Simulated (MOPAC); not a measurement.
Job for MOPAC: PM7 on ClFSi (SMILES F[Si]Cl), a point of a bond scan (R = 2.830 Å).

```
PM7 1SCF PRECISE CHARGE=0 THREADS=1
ClFSi

Si     0.34761579 1     0.26750639 1     0.78195685 1
F      0.95036201 1     1.34196481 1    -0.25474125 1
Cl    -1.18736182 1    -1.35014155 1    -0.96097184 1
```

Program output:

```
*******************************************************************************
 **                                                                           **
 **                              MOPAC v23.2.5                                **
 **                                                                           **
 *******************************************************************************
 ** MOPAC's Digital Object Identifier: https://doi.org/10.5281/zenodo.6511958 **
 **                                                                           **
 ** Please cite the open-source release paper for use of this MOPAC version:  **
 ** J. E. Moussa and J. J. P. Stewart (2026)                                  **
 ** MOPAC: An open-source semiempirical molecular orbital program             **
 ** J. Open Source Softw., 11(119), 8025, https://doi.org/10.21105/joss.08025 **
 *******************************************************************************

                              PM7 CALCULATION RESULTS

 *******************************************************************************
 *  PM7        - The PM7 Hamiltonian to be used
 *
 *
 *
 *                 CHARGE ON SYSTEM = 0
 *
 *
 *
 *  PRECISE    - TIGHTER CRITERIA TO BE USED
 *  1SCF       - DO 1 SCF AND THEN STOP
 *  THREADS=1  - MULTI-THREADING NOT USED
 *  T=         - A TIME OF 172800.0 SECONDS REQUESTED
 *  DUMP=N     - RESTART FILE WRITTEN EVERY 7200.0 SECONDS REQUESTED
 *******************************************************************************
PM7 1SCF PRECISE CHARGE=0 THREADS=1
 ClFSi

   ATOM   CHEMICAL          X               Y               Z
  NUMBER   SYMBOL      (ANGSTROMS)     (ANGSTROMS)     (ANGSTROMS)

     1      Si          0.34761579  *   0.26750639  *   0.78195685  *
     2       F          0.95036201  *   1.34196481  *  -0.25474125  *
     3      Cl         -1.18736182  *  -1.35014155  *  -0.96097184  *



          CARTESIAN COORDINATES

    NO.       ATOM           X           Y           Z

     1        Si          0.3476      0.2675      0.7820
     2         F          0.9504      1.3420     -0.2547
     3        Cl         -1.1874     -1.3501     -0.9610

 General Reference for PM7:
 "Optimization of Parameters for Semiempirical Methods VI: More Modifications to the
 NDDO Approximations and Re-optimization of Parameters", J. J. P. Stewart, J. Mol. Mod., 1:32, 19 (2013)
 https://link.springer.com/article/10.1007/s00894-012-1667-x

           Empirical Formula: Si F Cl  =     3 atoms



      MOLECULAR POINT GROUP   :   Cs


      RHF CALCULATION, NO. OF DOUBLY OCCUPIED LEVELS = 9


 -------------------------------------------------------------------------------
 PM7 1SCF PRECISE CHARGE=0 THREADS=1
 ClFSi



     1SCF WAS SPECIFIED, SO BFGS WAS NOT USED
     SCF FIELD WAS ACHIEVED


                              PM7 CALCULATION
                                                       MOPAC v23.2.5 Linux




          FINAL HEAT OF FORMATION =        -28.91979 KCAL/MOL =    -121.00040 KJ/MOL


          COSMO AREA              =        109.27 SQUARE ANGSTROMS
          COSMO VOLUME            =         96.74 CUBIC ANGSTROMS

          IONIZATION POTENTIAL    =          9.995261 EV
          HOMO LUMO ENERGIES (EV) =         -9.995 -2.370
          NO. OF FILLED LEVELS    =          9
          MOLECULAR WEIGHT        =         82.5369         POINT GROUP:  Cs

          MOLECULAR DIMENSIONS (Angstroms)

            Atom       Atom       Distance
           Cl     3    F     2     3.50942
           Si     1   Cl     3     1.27542
            F     2   Si     1     0.00000


          SCF CALCULATIONS        =          1





   ATOM   CHEMICAL          X               Y               Z
  NUMBER   SYMBOL      (ANGSTROMS)     (ANGSTROMS)     (ANGSTROMS)

     1      Si          0.34761579  *   0.26750639  *   0.78195685  *
     2       F          0.95036201  *   1.34196481  *  -0.25474125  *
     3      Cl         -1.18736182  *  -1.35014155  *  -0.96097184  *

                             CARTESIAN COORDINATES

   1   Si        0.347615790     0.267506390     0.781956850
   2    F        0.950362010     1.341964810    -0.254741250
   3   Cl       -1.187361820    -1.350141550    -0.960971840


           Empirical Formula: Si F Cl  =     3 atoms



      MOLECULAR POINT GROUP   :   Cs


                  EIGENVALUES
 -41.66800 -24.06719 -19.06138 -17.13403 -17.07069 -15.01442 -10.05769 -10.01638
  -9.99526  -2.36970  -2.31960  -0.41176  25.37158  25.40383  25.84182  26.17160
  26.88140  75.10111  75.31447  75.37711  76.14044  76.14172


              NET ATOMIC CHARGES AND DIPOLE CONTRIBUTIONS

  ATOM NO.   TYPE          CHARGE      No. of ELECS.   s-Pop       p-Pop       d-Pop
    1         Si           1.061387        2.9386     1.85037     1.00800     0.08025
    2          F          -0.404810        7.4048     1.93724     5.46757
    3         Cl          -0.656577        7.6566     1.99802     5.65733     0.00123
 DIPOLE           X         Y         Z       TOTAL
 POINT-CHG.     3.669     3.012     7.512     8.887
 HYBRID        -0.110     0.400    -2.149     2.189
 SUM            3.559     3.413     5.363     7.285


          ATOMIC ORBITAL ELECTRON POPULATIONS

     Atom    s        px        py        pz      x^2-y^2     xz        z^2       yz        xy
    1 Si   1.85037   0.16782   0.26585   0.57433   0.01290   0.01400   0.01460   0.02298   0.01577
    2  F   1.93724   1.87769   1.78146   1.80842
    3 Cl   1.99802   1.89623   1.88578   1.87532   0.00006   0.00032   0.00009   0.00035   0.00041

 **********************
 *                    *
 * JOB ENDED NORMALLY *
 *                    *
 **********************




 == MOPAC DONE ==
```

The run finished.

Cost: roughly 0.03 core-seconds.
